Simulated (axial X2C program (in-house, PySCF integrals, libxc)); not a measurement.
# Low determinants of CoS⁺ at the PBE0 level, 2c

All values were computed with an in-house relativistic program for diatomic molecules. Two-component (2c) means X2C with spin–orbit coupling and atomic mean-field two-electron Coulomb and Gaunt terms. Basis: Co dyall-cv3z [9s10p6d3f2g], S dyall-av3z [9s8p3d2f] (cores contracted in-house); Gaussian nuclei, density fitting, unrestricted open shells. Masses: Co 58.933 u, S 31.972 u.

Search at 2.031 Å (vertical energies from the lowest determinant):

```csv
ΔE (eV),state,electrons beyond evenly filled partner blocks,"electrons in ±ω = 1/2, 3/2, 5/2, 7/2"
0.00,Ω = 4,"ω = 3/2, ω = 5/2",30 11 1 0
0.72,Ω = 3,"ω = 1/2, ω = 5/2",31 10 1 0
0.78,Ω = 5,"2 × ω = 1/2, ω = 3/2, ω = 5/2",30 11 1 0
0.85,Ω = 5,"ω = -1/2, 2 × ω = 3/2, ω = 5/2",31 10 1 0
0.91,Ω = 3,2 × ω = 3/2,30 10 2 0
0.92,Ω = 2,"ω = -1/2, ω = 5/2",31 10 1 0
0.94,Ω = 1,"ω = -3/2, ω = 5/2",30 11 1 0
```

Lowest determinant, Ω = 4 (⟨Sz⟩ = 2.00, ⟨Lz⟩ = 2.00 at PBE0): Re = 2.027 Å, ωe = 455.5 cm⁻¹.

The determinant in row 2 of the search, Ω = 3 (⟨Sz⟩ = 1.00, ⟨Lz⟩ = 2.00 at PBE0), was followed along the bond at PBE0; measured from the minimum of the lowest determinant it gives:

Te = 0.700 eV (5649 cm⁻¹), Re = 2.080 Å, ωe = 444.6 cm⁻¹.

Question: Compare the bond of the determinant in row 2 with that of the lowest one.

Answer: At PBE0 its Re is 0.053 Å longer and its force constant, which goes as ωe², is 0.95 times that of the lowest determinant. T0 ≈ Te + Δωe/2 = 5649 + (-5) = 5644 cm⁻¹.

The search compares states at one distance, so a state with another bond length can lie lower; it is not exhaustive and yields mostly the lowest determinant of each block pattern, so other components and higher states of one pattern are missing. These are energies of single determinants, not of spin-adapted states; PBE0 term energies can be off by some tenths of an eV, and the functional has no current term. Open-shell Ω = 0 determinants with evenly filled partner blocks cannot be reached by this program, so the Ω shown need not be the lowest component. The lowest determinant need not be the ground state where others lie within half an eV.
